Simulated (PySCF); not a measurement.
## Calculated properties of `OCC1CCCC1`

Compound: C6H12O.
Z-matrix (Å and degrees, PBE0-D3(BJ)/def2-TZVP geometry), rows numbered from 1:
```
O 
C   1  1.4125
C   2  1.5141  1  113.60
C   3  1.5286  2  114.38  1   -59.02
C   4  1.5219  3  103.50  2  -156.88
C   5  1.5271  4  103.04  3    42.19
C   6  1.5401  5  104.98  4   -34.84
H   1  0.9606  2  108.11  3   -60.67
H   2  1.0947  1  105.71  3  -119.83
H   2  1.0997  1  110.89  3   124.38
H   3  1.0989  2  107.99  1    61.51
H   4  1.0967  3  109.37  2   -39.79
H   4  1.0910  3  112.98  2    79.41
H   5  1.0921  4  113.53  3   164.91
H   5  1.0957  4  109.65  3   -75.07
H   6  1.0917  5  113.01  4  -158.03
H   6  1.0937  5  109.33  4    83.08
H   7  1.0917  3  110.87  2  -102.09
H   7  1.0941  3  110.72  2    15.81
```

Among its groups: alcohol.

PBE0-D3(BJ)/def2-TZVP geometry optimisation, gas phase (PySCF):

```yaml
Point_group: C1
Rotational_constants_A_B_C: 5.551, 1.706, 1.417 GHz
```

B97-2/pcSseg-2 ground state and GIAO shieldings, non-relativistic (PySCF):

```yaml
Dipole_moment: 1.69 D
HOMO_energy: -7.43 eV
LUMO_energy: 0.48 eV
HOMO–LUMO_gap: 7.91 eV
13C_chemical_shifts_computed_TMS_as_zero_by_class: 74.6 (C2), 50.0 (C3), 33.7 (C4/C7), 30.9 (C5/C6) ppm
1H_chemical_shifts_computed_TMS_as_zero_by_class: 3.53 (H9/H10), 1.93 (H13/H18), 1.85 (H11), 1.65 (H14/H17), 1.60 (H15/H16), 1.10 (H12/H19), -0.20 (H8) ppm
Isotropic_shieldings_of_nuclei_other_than_C_and_H_by_class: 284 (O1) ppm
```

Monoisotopic mass from the formula: 100.0888 u.

The rotational constants make it an asymmetric top with κ = (2B − A − C)/(A − C) = -0.86, nearer the prolate limit (−1). With B = h/(8π²I), that is 505.379 GHz u Å² over I, the principal moments of inertia are 91.0, 296.2 and 356.8 u Å² (most abundant isotopes). A dipole of 1.69 D is allowed in C1, and pure rotational transitions are dipole-allowed. The dipole matches unit charges of opposite sign 0.35 Å apart (1 e·Å = 4.8032 D).

Geometry: PBE0-D3(BJ)/def2-TZVP, one conformer, isolated molecule. NMR classes are plain means over equivalent atoms (diastereotopic ones count apart unless rotation or inversion swaps them), as if these changed places fast; in this geometry the members of some classes differ.

For the geometry optimisation (PBE0-D3(BJ)/def2-TZVP), the run took 9.6 min wall, 19 min CPU on 2 threads, Intel Xeon at 2.50 GHz (x86_64), shared host with 64 logical CPUs at a one-minute load of 64, and the process peaked at 1.9 GiB of memory.
